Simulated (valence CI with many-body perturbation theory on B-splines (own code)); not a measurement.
Level structure of Cd³³⁺

Method: relativistic CI+MBPT: five valence electrons over a frozen Dirac-Fock core [Ne], radial functions for each j: 11 s, 11 p, 10 d, 8 f, 5 g, 2 h, with the one-electron correlation potential Σ1, the two-electron term Σ2, the three-electron term Σ3, Breit, model QED; selected CI, second order for the rest, scaled by the run's own slope (own B-spline code, finite nucleus).

No measured spectrum was set against this ion. As an estimate, large intervals hold to a few tenths of a per cent, small ones and those within an open d or f shell to about a per cent. Among the levels kept, up to 4200 cm⁻¹ of a level comes from second order outside the variational space, and about a tenth of that is noise between levels of different J, which matters for small intervals.

Levels 1 to 45 of 169, with energies above the lowest level, (3s^2 3p1/2^2 3p3/2) J=3/2. "Leading %" is the weight of the configuration and term that name the level; weights of strongly mixed levels are sums over their largest components and can fall short. In the jj column 3d3/2^4 stands for four electrons in 3d with j = 3/2. Lifetimes count E1, E2, E3, M1 and M2 decay at the calculated energies, and are blank where another channel may lead or the interval is too uncertain; long ones can be off by a factor of two.

| No. | Configuration | Term | J | E (cm⁻¹) | Leading % | Lifetime | Leading jj | g |
| --- | --- | --- | --- | --- | --- | --- | --- | --- |
| 1 | 3s2 3p3 | 2P° | 3/2 | 0 | 40 |  | 3s^2 3p1/2^2 3p3/2 (96 %) | 1.449 |
| 2 | 3s2 3p3 | 4S° | 3/2 | 312950 | 49 | 1.53 μs | 3s^2 3p1/2 3p3/2^2 (96 %) | 1.404 |
| 3 | 3s2 3p3 | 2D° | 5/2 | 368640 | 98 | 7.95 μs | 3s^2 3p1/2 3p3/2^2 (98 %) | 1.195 |
| 4 | 3s2 3p3 | 2P° | 1/2 | 437720 | 98 | 1.61 μs | 3s^2 3p1/2 3p3/2^2 (98 %) | 0.659 |
| 5 | 3s2 3p3 | 2P° | 3/2 | 755930 | 56 | 592 ns | 3s^2 3p3/2^3 (96 %) | 1.270 |
| 6 | 3s 3p4 | 4P | 5/2 | 1004100 | 67 | 128 ps | 3s 3p1/2^2 3p3/2^2 (80 %) | 1.504 |
| 7 | 3s2 3p2 3d | 4F | 3/2 | 1031700 | 32 | 718 ps | 3s^2 3p1/2^2 3d3/2 (81 %) | 0.869 |
| 8 | 3s 3p4 | 4P | 1/2 | 1161000 | 45 | 25.1 ps | 3s 3p1/2^2 3p3/2^2 (77 %) | 2.310 |
| 9 | 3s 3p4 | 4P | 3/2 | 1181700 | 32 | 16.3 ps | 3s 3p1/2^2 3p3/2^2 (53 %) | 1.147 |
| 10 | 3s2 3p2 3d | 4F | 5/2 | 1196100 | 31 | 24.3 ps | 3s^2 3p1/2^2 3d5/2 (76 %) | 1.187 |
| 11 | 3s 3p4 | 4P | 3/2 | 1345000 | 24 | 57.3 ps | 3s 3p1/2 3p3/2^3 (45 %) | 1.214 |
| 12 | 3s2 3p2 3d | 2F | 5/2 | 1354100 | 43 | 912 ps | 3s^2 3p1/2 3p3/2 3d3/2 (90 %) | 1.000 |
| 13 | 3s2 3p2 3d | 2P | 3/2 | 1356600 | 42 | 200 ps | 3s^2 3p1/2 3p3/2 3d3/2 (58 %) | 1.151 |
| 14 | 3s2 3p2 3d | 4D | 1/2 | 1361000 | 69 | 204 ps | 3s^2 3p1/2 3p3/2 3d3/2 (92 %) | 0.311 |
| 15 | 3s2 3p2 3d | 4F | 7/2 | 1405700 | 40 | 3.85 ns | 3s^2 3p1/2 3p3/2 3d3/2 (83 %) | 1.102 |
| 16 | 3s 3p4 | 2D | 5/2 | 1410800 | 38 | 156 ps | 3s 3p1/2 3p3/2^3 (48 %) | 1.183 |
| 17 | 3s2 3p2 3d | 4D | 7/2 | 1441200 | 48 | 11.9 ns | 3s^2 3p1/2 3p3/2 3d5/2 (96 %) | 1.305 |
| 18 | 3s2 3p2 3d | 4F | 9/2 | 1496300 | 52 |  | 3s^2 3p1/2 3p3/2 3d5/2 (95 %) | 1.223 |
| 19 | 3s 3p4 | 2P | 1/2 | 1516300 | 25 | 7.57 ps | 3s 3p1/2 3p3/2^3 (36 %) | 1.167 |
| 20 | 3s2 3p2 3d | 4P | 5/2 | 1522300 | 35 | 5.08 ps | 3s^2 3p1/2 3p3/2 3d5/2 (49 %) | 1.288 |
| 21 | 3s2 3p2 3d | 4D | 3/2 | 1527100 | 37 | 15.4 ps | 3s^2 3p1/2 3p3/2 3d5/2 (42 %) | 1.161 |
| 22 | 3s2 3p2 3d | 4P | 3/2 | 1568000 | 25 | 2.18 ps | 3s^2 3p1/2 3p3/2 3d3/2 (66 %) | 1.252 |
| 23 | 3s2 3p2 3d | 4D | 5/2 | 1592200 | 37 | 4.65 ps | 3s^2 3p1/2 3p3/2 3d3/2 (38 %) | 1.236 |
| 24 | 3s2 3p2 3d | 2G | 7/2 | 1599500 | 46 | 17.5 ps | 3s^2 3p1/2 3p3/2 3d5/2 (71 %) | 1.058 |
| 25 | 3s2 3p2 3d | 4P | 1/2 | 1599600 | 34 | 3.07 ps | 3s^2 3p1/2 3p3/2 3d3/2 (65 %) | 2.003 |
| 26 | 3s2 3p2 3d | 2P | 3/2 | 1653300 | 32 | 4.72 ps | 3s^2 3p1/2 3p3/2 3d5/2 (66 %) | 1.198 |
| 27 | 3s2 3p2 3d | 2D | 5/2 | 1666400 | 51 | 3.73 ps | 3s^2 3p1/2 3p3/2 3d5/2 (66 %) | 1.152 |
| 28 | 3s2 3p2 3d | 2D | 3/2 | 1676900 | 40 | 5.58 ps | 3s^2 3p1/2 3p3/2 3d5/2 (34 %) | 1.034 |
| 29 | 3s2 3p2 3d | 2P | 1/2 | 1725900 | 63 | 4.82 ps | 3s^2 3p1/2 3p3/2 3d5/2 (45 %) | 1.152 |
| 30 | 3s2 3p2 3d | 2P | 1/2 | 1820200 | 37 | 17.6 ps | 3s^2 3p3/2^2 3d5/2 (55 %) | 1.259 |
| 31 | 3s2 3p2 3d | 2F | 7/2 | 1821100 | 48 | 146 ps | 3s^2 3p3/2^2 3d5/2 (96 %) | 1.254 |
| 32 | 3s2 3p2 3d | 2G | 9/2 | 1844500 | 51 | 1.17 μs | 3s^2 3p3/2^2 3d5/2 (95 %) | 1.213 |
| 33 | 3s2 3p2 3d | 4P | 1/2 | 1878600 | 32 | 2.55 ps | 3s^2 3p3/2^2 3d3/2 (72 %) | 1.451 |
| 34 | 3s2 3p2 3d | 2D | 5/2 | 1883900 | 38 | 2.86 ps | 3s^2 3p3/2^2 3d3/2 (68 %) | 1.198 |
| 35 | 3s2 3p2 3d | 2D | 3/2 | 1886300 | 33 | 2.48 ps | 3s^2 3p3/2^2 3d3/2 (74 %) | 1.144 |
| 36 | 3s2 3p2 3d | 2F | 7/2 | 1915700 | 74 | 3.24 ps | 3s^2 3p3/2^2 3d3/2 (81 %) | 1.100 |
| 37 | 3s2 3p2 3d | 2D | 3/2 | 1983000 | 49 | 3.27 ps | 3s^2 3p3/2^2 3d3/2 (64 %) | 1.005 |
| 38 | 3s2 3p2 3d | 2D | 5/2 | 1983300 | 82 | 337 ps | 3s^2 3p3/2^2 3d5/2 (95 %) | 1.203 |
| 39 | 3s 3p3 3d | 6D° | 5/2 | 2035900 | 44 | 128 ps | 3s 3p1/2^2 3p3/2 3d3/2 (79 %) | 1.404 |
| 40 | 3s 3p3 3d | 6D° | 3/2 | 2041600 | 54 | 102 ps | 3s 3p1/2^2 3p3/2 3d3/2 (79 %) | 1.539 |
| 41 | 3s 3p3 3d | 6D° | 1/2 | 2042200 | 62 | 171 ps | 3s 3p1/2^2 3p3/2 3d3/2 (78 %) | 2.899 |
| 42 | 3s 3p3 3d | 6D° | 7/2 | 2053800 | 47 | 203 ps | 3s 3p1/2^2 3p3/2 3d3/2 (57 %) | 1.424 |
| 43 | 3s2 3p2 3d | 2D | 3/2 | 2068400 | 58 | 4.40 ps | 3s^2 3p3/2^2 3d5/2 (73 %) | 1.044 |
| 44 | 3s2 3p2 3d | 2D | 5/2 | 2092800 | 54 | 3.62 ps | 3s^2 3p3/2^2 3d5/2 (81 %) | 1.120 |
| 45 | 3s 3p4 | 2P | 1/2 | 2109100 | 25 | 2.47 ps | 3s 3p3/2^4 (55 %) | 1.650 |

The ionisation energy to 3s2 3p2 3P_0 of the next ion comes out as 2075.1 eV (NIST: 2091 ± 8 eV (semi-empirical)). All 169 levels together are meant to be complete up to 3348200 cm⁻¹.
